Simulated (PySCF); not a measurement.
1,1,1-trifluoropropane (C3H5F3), SMILES FC(F)(CC)F. The structure is a stationary point at PBE-D3(BJ)/def2-SVP.

### Question
Give the equilibrium geometry at PBE-D3(BJ)/def2-SVP (PySCF confirms it by a frequency run) as a Z-matrix, and its point group. (Estimate from the structure and the level; the computed values follow.)

### Answer
point group Cs.
```
C
H 1 1.1090
H 1 1.1090 2 106.92
C 1 1.5152 2 106.75 3 113.96
F 4 1.3547 1 111.39 2 -57.04
F 4 1.3574 5 107.34 1 122.59
F 4 1.3574 5 107.34 6 114.81
C 1 1.5270 2 111.43 3 -121.99
H 8 1.1068 1 110.72 2 59.67
H 8 1.1077 9 108.14 1 121.69
H 8 1.1077 9 108.14 10 116.62
```
